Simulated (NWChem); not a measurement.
Everything below was run with NWChem. System: PbS, charge 0, spin multiplicity 1, at a geometry optimised with PBE/def2-SVP with def2 effective core potentials on Pb. The structure started from a generated list of species. Level: TD-B3LYP/def2-SVPD with def2 effective core potentials on Pb, VWN1-RPA local correlation.

Input file:

```
start mol
memory heap 200 mb stack 900 mb global 1100 mb
geometry units angstroms nocenter noautoz
  Pb     0.000000     0.000000     0.382158
  S      0.000000     0.000000    -1.958560
  symmetry group C2v
end
basis spherical
  * library def2-svpd
end
ecp
  Pb library def2-ecp
end
dft
  xc b3lyp
  semidirect memsize 60000000 filesize 0
  iterations 100
end
tddft
  rpa
  nroots 6
  notriplet
  thresh 1e-4
end
task tddft energy
```

NWChem printed:

```
             Northwest Computational Chemistry Package (NWChem) 7.3.0
             --------------------------------------------------------

                                NWChem Input Module
                                -------------------

 Scaling coordinates for geometry "geometry" by  1.889725989
 (inverse scale =  0.529177249)

 Turning off AUTOSYM since
 SYMMETRY directive was detected!

                             Geometry "geometry" -> ""
                             -------------------------

 Output coordinates in angstroms (scale by  1.889725989 to convert to a.u.)

  No.       Tag          Charge          X              Y              Z
 ---- ---------------- ---------- -------------- -------------- --------------
    1 Pb                  82.0000     0.00000000     0.00000000     0.38215800
    2 S                   16.0000     0.00000000     0.00000000    -1.95856000

 Effective nuclear repulsion energy (a.u.)     296.6100789107

            Nuclear Dipole moment (a.u.)
            ----------------------------
        X                 Y               Z
 ---------------- ---------------- ----------------
     0.0000000000     0.0000000000    -0.0000075589

      Symmetry information
      --------------------

 Group name             C2v
 Group number             16
 Group order               4
 No. of unique centers     2

      Symmetry unique atoms

     1    2


 Summary of "ao basis" -> "" (spherical)
 ------------------------------------------------------------------------------
       Tag                 Description            Shells   Functions and Types
 ---------------- ------------------------------  ------  ---------------------
 *                         def2-svpd                  on all atoms

                                 NWChem DFT Module
                                 -----------------

 Summary of "ao basis" -> "ao basis" (spherical)
 ------------------------------------------------------------------------------
       Tag                 Description            Shells   Functions and Types
 ---------------- ------------------------------  ------  ---------------------
[...]
  Root   4 singlet b2             0.123920670 a.u.                3.3721 eV
  ----------------------------------------------------------------------------
     Transition Moments    X -0.01262   Y  0.34176   Z -0.00000
     Transition Moments   XX -0.00000  XY  0.00000  XZ -0.09537
     Transition Moments   YY -0.00000  YZ  2.58257  ZZ -0.00000
     Dipole Oscillator Strength                    0.0096621576
     Electric Quadrupole                           0.0000000677
     Magnetic Dipole                               0.0000031426
     Total Oscillator Strength                     0.0096653678

          sigma_e =   2.0723 Angstrom
          sigma_h =   1.9330 Angstrom
         |d_h->e| =   1.0266 Angstrom
            d_exc =   3.0210 Angstrom
            d_CD1 =   1.1659 Angstrom
            d_CD2 =  -0.9760 Angstrom
            d_CD3 =   4.0476 Angstrom
     Pearson C.C. =  -0.0052

     Occ.   17  a1  ---  Virt.   20  b2   0.99855 X
  ----------------------------------------------------------------------------
  Root   5 singlet b1             0.123920672 a.u.                3.3721 eV
  ----------------------------------------------------------------------------
     Transition Moments    X  0.34176   Y  0.01262   Z -0.00000
     Transition Moments   XX  0.00000  XY  0.00000  XZ  2.58257
     Transition Moments   YY -0.00000  YZ  0.09537  ZZ  0.00000
     Dipole Oscillator Strength                    0.0096621577
     Electric Quadrupole                           0.0000000677
     Magnetic Dipole                               0.0000031426
     Total Oscillator Strength                     0.0096653680

          sigma_e =   2.0723 Angstrom
          sigma_h =   1.9330 Angstrom
         |d_h->e| =   1.0266 Angstrom
            d_exc =   3.0210 Angstrom
            d_CD1 =   1.1659 Angstrom
            d_CD2 =  -0.9760 Angstrom
            d_CD3 =   4.0476 Angstrom
     Pearson C.C. =  -0.0052

     Occ.   17  a1  ---  Virt.   21  b1   0.99855 X
  ----------------------------------------------------------------------------
  Root   6 singlet a1             0.159770549 a.u.                4.3476 eV
  ----------------------------------------------------------------------------
     Transition Moments    X -0.00000   Y -0.00000   Z  0.82958
     Transition Moments   XX  0.74043  XY  0.00000  XZ  0.00000
     Transition Moments   YY  0.74043  YZ  0.00000  ZZ -4.30671
     Dipole Oscillator Strength                    0.0733033683
     Electric Quadrupole                           0.0000001844
     Magnetic Dipole                               0.0000000000
     Total Oscillator Strength                     0.0733035527

          sigma_e =   2.2974 Angstrom
          sigma_h =   1.7088 Angstrom
         |d_h->e| =   1.5570 Angstrom
            d_exc =   3.2814 Angstrom
            d_CD1 =   2.1456 Angstrom
            d_CD2 =  -0.4461 Angstrom
            d_CD3 =   4.8384 Angstrom
     Pearson C.C. =  -0.0185

     Occ.   17  a1  ---  Virt.   22  a1  -0.40134 X
     Occ.   17  a1  ---  Virt.   22  a1  -0.05870 Y
     Occ.   17  a1  ---  Virt.   23  a1   0.11519 X
     Occ.   17  a1  ---  Virt.   31  a1  -0.11749 X
     Occ.   17  a1  ---  Virt.   32  a1   0.06394 X
     Occ.   18  b1  ---  Virt.   21  b1  -0.64609 X
     Occ.   18  b1  ---  Virt.   21  b1   0.12365 Y
     Occ.   18  b1  ---  Virt.   30  b1   0.06270 X
     Occ.   19  b2  ---  Virt.   20  b2  -0.64609 X
     Occ.   19  b2  ---  Virt.   20  b2   0.12365 Y
     Occ.   19  b2  ---  Virt.   29  b2  -0.06270 X

              Target root =      1
          Target symmetry = none
      Ground state energy =   -591.069310940706
        Excitation energy =      0.100260432952
     Excited state energy =   -590.969050507753

  stored tddft:energy   -590.96905050775331

 Task  times  cpu:       69.9s     wall:       69.9s

 Total times  cpu:       70.0s     wall:       70.0s
```
